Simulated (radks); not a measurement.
Values are calculated unless marked as measured or tabulated.
Tl23+, configuration [Xe] 4f1 5d1 6s2 (not the ground configuration). Level of theory: scalar-relativistic Kohn-Sham, PBE, spin-polarised, spherical densities, point nucleus; open shells are filled with parallel spins first (spin-orbit coupling, left out, can overturn this in heavy ions) (a radial shooting solver on a logarithmic mesh with Libxc functionals).

Unscreened Slater integrals over Kohn-Sham orbitals (hartree). They are taken over the spin-up orbitals.

integral      value
F0(6s,6s)   0.75222
F0(6s,5d)   0.86271
G2(6s,5d)   0.12163
F0(6s,5p)   0.87615
G1(6s,5p)  0.089526
F0(6s,5s)   0.88866
G0(6s,5s)  0.062402
F0(5d,5d)    1.1152
F2(5d,5d)   0.58950
F4(5d,5d)   0.40910
F0(5d,5p)    1.1495
F2(5d,5p)   0.60864
G1(5d,5p)   0.77048
G3(5d,5p)   0.49257
F0(5d,5s)    1.1806
G2(5d,5s)   0.58391
F0(5p,5p)    1.1889
F2(5p,5p)   0.63909
F0(5p,5s)    1.2248
G1(5p,5s)   0.83010
F0(5s,5s)    1.2660

Derived for the open shells (J is the average intra-shell exchange parameter used in DFT+U). 5d: Racah B = F2/49 - 5 F4/441 = 0.007392 hartree, C = 35 F4/441 = 0.03247 hartree, C/B = 4.39, F4/F2 = 0.694, J = (F2 + F4)/14 = 0.07133 hartree.
